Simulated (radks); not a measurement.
The numbers below are computed, except where a source is named.
Task: Lu3+, 68 electrons, occupied as [Xe] 4f14. Level of theory: Dirac Kohn-Sham, PBE, spin-unpolarised, spherical densities, point nucleus (a radial shooting solver on a logarithmic mesh with Libxc functionals).

Spin-orbit splittings of the eigenvalues, e(l+1/2) - e(l-1/2), with zeta = 2 splitting/(2l+1) and mean radii in bohr:

| shell | occ. | splitting (eV) | zeta (eV) | <r> j=l-1/2 | <r> j=l+1/2 |
|---|---|---|---|---|---|
| 2p | 6 | 1118 | 745.1 | 0.06740 | 0.07502 |
| 3p | 6 | ? | ? | 0.2020 | 0.2162 |
| 3d | 10 | 52.04 | 20.82 | 0.1898 | 0.1942 |
| 4p | 6 | 54.21 | 36.14 | 0.4851 | 0.5177 |
| 4d | 10 | 9.893 | 3.957 | 0.5411 | 0.5526 |
| 4f | 14 | 1.529 | 0.4367 | 0.7092 | 0.7234 |
| 5p | 6 | 7.075 | 4.717 | 1.299 | 1.402 |

Estimate the 3p splitting.

Result: 238.4 eV (zeta = 158.9 eV).
